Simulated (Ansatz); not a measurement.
Ansatz (a first-principles code) input (CCSD(T)/aug-cc-pVDZ):

Ansatz 0.2 input:
```yaml
crystal:
  periodic: [false, false, false]
  atoms:
    - {symbol: C, position_ang: [2.68642645, -0.06854834, -0.53565419]}
    - {symbol: C, position_ang: [1.18743575, -0.22198390, -0.78057244]}
    - {symbol: C, position_ang: [0.35289829, 0.21444340, 0.37929844]}
    - {symbol: C, position_ang: [-1.03608560, 0.11970830, 0.44277417]}
    - {symbol: C, position_ang: [-1.73170659, 0.55226054, 1.55180452]}
    - {symbol: C, position_ang: [-1.78952248, -0.46765939, -0.72698434]}
    - {symbol: H, position_ang: [2.94362940, 0.97296745, -0.33106268]}
    - {symbol: H, position_ang: [3.26504845, -0.39260394, -1.40182686]}
    - {symbol: H, position_ang: [3.00436173, -0.66400631, 0.32279013]}
    - {symbol: H, position_ang: [0.96219459, -1.26668208, -1.03104438]}
    - {symbol: H, position_ang: [0.90512765, 0.34597748, -1.67775578]}
    - {symbol: H, position_ang: [0.86914445, 0.64358654, 1.23214816]}
    - {symbol: H, position_ang: [-2.80913573, 0.48150023, 1.60671375]}
    - {symbol: H, position_ang: [-1.21466754, 0.97659053, 2.40264903]}
    - {symbol: H, position_ang: [-2.86276690, -0.47120929, -0.54240791]}
    - {symbol: H, position_ang: [-1.47559290, -1.49584616, -0.92249879]}
    - {symbol: H, position_ang: [-1.60401802, 0.10040198, -1.64170155]}
basis:
  gaussian:
    orbitals: aug-cc-pVDZ
magnetization: {spin_polarized: true, initial_magnetization: 1}
correlation: {method: ccsd_t, electrons: outside_noble_gas}
output: {forces: true}
```

End of the output:

```
cycle   9  -25.03046321 eV  change   -3.6e-6 eV  update   1.0e-4
cycle  10  -25.03044698 eV  change    1.6e-5 eV  update   6.0e-5
cycle  11  -25.03047986 eV  change   -3.3e-5 eV  update   3.8e-5
cycle  12  -25.03048140 eV  change   -1.5e-6 eV  update   2.0e-5
cycle  13  -25.03048211 eV  change   -7.1e-7 eV  update   8.2e-6
cycle  14  -25.03047948 eV  change    2.6e-6 eV  update   3.2e-6
cycle  15  -25.03047624 eV  change    3.2e-6 eV  update   1.3e-6
coupled cluster: 17.76 GiB planned
perturbative correction -0.90101837 eV, -0.0331118144 hartree
the calculation of the forces begins
1.15 GiB of device memory are held for the factors and their scratch space
Total energy: -6382.53489320 eV, -234.5538310875 hartree
Atom 0 at     2.686426    -0.068548    -0.535654 Å, force    -0.082642     0.002950     0.016963 eV/Å
Atom 1 at     1.187436    -0.221984    -0.780572 Å, force     0.064328    -0.069836    -0.206306 eV/Å
Atom 2 at     0.352898     0.214443     0.379298 Å, force     0.492109     0.070234     0.083105 eV/Å
Atom 3 at    -1.036086     0.119708     0.442774 Å, force    -0.233389    -0.257449    -0.529905 eV/Å
Atom 4 at    -1.731707     0.552261     1.551805 Å, force    -0.296495     0.195216     0.495642 eV/Å
Atom 5 at    -1.789522    -0.467659    -0.726984 Å, force     0.041089    -0.014701    -0.033589 eV/Å
Atom 6 at     2.943629     0.972967    -0.331063 Å, force     0.101253     0.466528     0.084628 eV/Å
Atom 7 at     3.265048    -0.392604    -1.401827 Å, force     0.243985    -0.145217    -0.386302 eV/Å
Atom 8 at     3.004362    -0.664006     0.322790 Å, force     0.129342    -0.273424     0.381821 eV/Å
Atom 9 at     0.962195    -1.266682    -1.031044 Å, force    -0.083149    -0.436195    -0.071921 eV/Å
Atom 10 at     0.905128     0.345977    -1.677756 Å, force    -0.106529     0.254226    -0.345230 eV/Å
Atom 11 at     0.869144     0.643587     1.232148 Å, force     0.254127     0.217527     0.433954 eV/Å
Atom 12 at    -2.809136     0.481500     1.606714 Å, force    -0.527632    -0.035489     0.024442 eV/Å
Atom 13 at    -1.214668     0.976591     2.402649 Å, force     0.260803     0.207305     0.413803 eV/Å
Atom 14 at    -2.862767    -0.471209    -0.542408 Å, force    -0.494058     0.002735     0.092949 eV/Å
Atom 15 at    -1.475593    -1.495846    -0.922499 Å, force     0.145995    -0.457167    -0.061680 eV/Å
Atom 16 at    -1.604018     0.100402    -1.641702 Å, force     0.090864     0.272756    -0.392374 eV/Å
Dipole moment:     0.051055    -0.043275    -0.111358 e Å
```

It need not be the lowest isomer of its formula.

The determinant is spin-contaminated: <S^2> is 0.95 against 0.75 for a pure state.
